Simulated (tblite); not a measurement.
Species: C₂H₇AsB₂O (charge -1 and doublet state).
Numbering: `[BH2:1][O:2][B:3]([AsH2:4])[CH-:5][CH2:6]` (hydrogens: H7, H8 on B1; H9, H10 on As4; H11 on C5; H12, H13 on C6)

Computed with GFN2-xTB (tblite), gas phase: L-BFGS steps from a force-field or distance-geometry start until the largest atomic force falls under 0.01 eV/Å.

Step 52: E = -461.2165 eV
```
atom  x, y, z in Å  |  force x, y, z in eV/Å
B1      1.9049   -1.4026    0.9032    0.132   0.019   0.034
O2      0.7062   -0.9278    0.6705   -0.024   0.028   0.020
B3      0.2024    0.1755   -0.0092   -0.086   0.073  -0.031
As4     1.4362    1.6708   -0.6987    0.014  -0.045  -0.029
C5     -1.2876    0.3397   -0.2430    0.013  -0.010  -0.025
C6     -2.2975   -0.4754    0.1778   -0.109  -0.097   0.126
H7      2.9068   -0.8886    0.4548   -0.012  -0.006  -0.008
H8      2.0456   -2.3641    1.6029   -0.086  -0.011  -0.026
H9      1.0525    1.5315   -2.1888    0.063   0.050  -0.032
H10     0.3622    2.7608   -0.6210    0.033   0.052  -0.025
H11    -1.6041    1.2138   -0.8325    0.006  -0.103   0.107
H12    -3.3498   -0.2838   -0.0139    0.080   0.009  -0.029
H13    -2.0822   -1.3493    0.7800   -0.026   0.042  -0.082
```

Step 53: E = -461.2188 eV
```
atom  x, y, z in Å  |  force x, y, z in eV/Å
B1      1.9002   -1.3994    0.9101    0.116   0.026  -0.020
O2      0.7042   -0.9229    0.6674   -0.034   0.017   0.042
B3      0.2030    0.1811   -0.0154   -0.058   0.001   0.000
As4     1.4452    1.6693   -0.7075   -0.027  -0.048   0.001
C5     -1.2880    0.3391   -0.2420    0.007   0.025  -0.019
C6     -2.2963   -0.4762    0.1817   -0.023  -0.210   0.165
H7      2.8994   -0.8848    0.4592    0.030  -0.008   0.007
H8      2.0394   -2.3661    1.6030   -0.094   0.007  -0.021
H9      1.0558    1.5378   -2.1939    0.059   0.038  -0.059
H10     0.3712    2.7572   -0.6227    0.039   0.073  -0.025
H11    -1.6115    1.2154   -0.8223    0.005  -0.066   0.078
H12    -3.3469   -0.2880   -0.0054   -0.003   0.043  -0.050
H13    -2.0801   -1.3619    0.7699   -0.016   0.103  -0.099
```

Task: Estimate the geometry and energy of step 54. (The exact step hangs on the optimiser's Hessian estimate; all steps are aligned on step 53, rigid shifts and turns removed.)

Result: E = -461.2209 eV, largest force 0.125 eV/Å
```
atom  x, y, z in Å  |  force x, y, z in eV/Å
B1      1.8978   -1.3972    0.9152    0.094   0.044  -0.061
O2      0.7039   -0.9187    0.6651   -0.035   0.002   0.051
B3      0.2029    0.1850   -0.0208   -0.052  -0.046   0.026
As4     1.4501    1.6650   -0.7150   -0.046  -0.008   0.017
C5     -1.2893    0.3417   -0.2404   -0.039  -0.104   0.058
C6     -2.2942   -0.4818    0.1848    0.007  -0.046   0.055
H7      2.8974   -0.8800    0.4649    0.032  -0.031   0.032
H8      2.0314   -2.3693    1.6032   -0.086   0.035  -0.030
H9      1.0590    1.5413   -2.2004    0.051   0.032  -0.071
H10     0.3782    2.7577   -0.6244    0.059   0.063  -0.031
H11    -1.6179    1.2192   -0.8119   -0.015  -0.028   0.051
H12    -3.3457   -0.2897    0.0014    0.014   0.030  -0.040
H13    -2.0781   -1.3726    0.7603    0.017   0.057  -0.057
```

The energy changes by -0.0021 eV. The first-order estimate −F·Δx gives -0.0030 eV and the mean of the old and new forces, exact on a quadratic surface, -0.0021 eV. The step makes an angle of 76° with the force vector and moves no atom by more than 0.015 Å.

What follows is the cost of the whole relaxation. The run took 0.72 s on one thread of an Intel Xeon Platinum 8488C, shared host.
